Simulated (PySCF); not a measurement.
## Static response to an electric field

Compound: C6H10O2.
Atom-mapped SMILES: `[CH2:1]=[C:2]([CH2:3][O:4][CH3:5])[C:6]([CH3:7])=[O:8]` (hydrogens: H9, H10 on C1; H11, H12 on C3; H13, H14, H15 on C5; H16, H17, H18 on C7)

Geometry (GFN2-xTB, Å), atoms numbered from 1 in this order:
```
atom  x, y, z in Å
C1     0.5980    1.3389    0.2270
C2     0.3399    0.0489    0.4215
C3    -0.9129   -0.4040    1.1408
O4    -1.9706    0.5217    1.1043
C5    -2.6271    0.5689   -0.1384
C6     1.2157   -1.0540   -0.0603
C7     2.6165   -0.6795   -0.4759
O8     0.8194   -2.1968   -0.1128
H9    -0.0867    2.0854    0.5954
H10    1.4634    1.6957   -0.3022
H11   -0.6803   -0.5493    2.2015
H12   -1.2229   -1.3730    0.7239
H13   -3.0560   -0.4077   -0.3944
H14   -1.9498    0.8756   -0.9439
H15   -3.4256    1.3013   -0.0389
H16    3.1862   -1.5844   -0.6707
H17    2.5812   -0.0835   -1.3856
H18    3.1026   -0.0978    0.3027
```

Level: PBE0/def2-SVPD (PySCF), static field, nuclei fixed, core orbitals frozen in the response. The polarisability tensor in these axes (au):

```
x   86.01 -1.91 -4.60
y   -1.91 89.40 -0.33
z   -4.60 -0.33 63.72
```

Task: Give the principal values, the mean and the anisotropy Δα = √{½[(α1 − α2)² + (α2 − α3)² + (α1 − α3)²]}.

Result: Principal values 62.79, 85.97 and 90.37 au; mean 79.71 au = 11.81 Å³ = 13.14 × 10⁻⁴⁰ C²·m²/J; Δα = 25.66 au (32 % of the mean).

Task: What is the dipole moment, and where does it point?

Result: (1.14, 2.25, -0.86) D, 2.67 D in size, pointing from the negative to the positive side. Measured along this direction, the outermost atoms are H12 at the negative end and H10 at the positive end.

Task: In TDDFT the mean static polarisability is Σ f/ω² over all singlet excitations (ω in hartree). How much of it do the 6 lowest give? Their energies (eV) and oscillator strengths: 3.69, 0.0006; 4.86, 0.0036; 5.70, 0.1662; 6.34, 0.0392; 6.74, 0.0030; 6.90, 0.0024.

Result: They add up to 4.73 au, 5.9 % of the 79.71 au; the largest single term is 3.78 au, from the state at 5.70 eV. Terms in order: 0.03, 0.11, 3.78, 0.72, 0.05, 0.04 au. Higher excitations give the rest. The strengths listed sum to 0.215.

Task: Rayleigh depolarisation ratio (linearly polarised light, static tensor)?

Result: ρ = 3Δα²/(45ᾱ² + 4Δα²) = 1975.7/(285913 + 2634.3) = 0.00685.

Task: In a dilute gas of rigid molecules at 298 K, how does the orientational term μ²/3kT compare with the electronic polarisability?

Result: In Gaussian units μ²/3kT = 57.60 Å³ against 11.81 Å³, a ratio of 4.88; the Debye molar polarisation (4π/3)N_A(α + μ²/3kT) is 175.1 cm³/mol, leaving out the vibrational part.

Task: Along which axes do the principal values lie, and how far do the nuclei extend along each?

Result: Largest value along (-0.46, 0.88, 0.07), where the nuclei span 5.64 Å; middle along (0.87, 0.47, -0.19), 5.34 Å; least along (0.20, 0.03, 0.98), 3.29 Å. The response follows the extents in order.

Task: What would n − 1 = 2πNα be for an ideal gas of these molecules at 273.15 K and 1 atm, electronic part alone?

Result: N = p/kT = 2.6868 × 10¹⁹ cm⁻³, so n − 1 = 2π × N × 11.81 × 10⁻²⁴ cm³ = 1994 × 10⁻⁶ at long wavelengths, for an ideal gas.

Geometry: GFN2-xTB, one conformer, isolated molecule.

These values come from a run that also computed excited states. Rough CPU time on one thread of a shared machine: about 1.7 min.
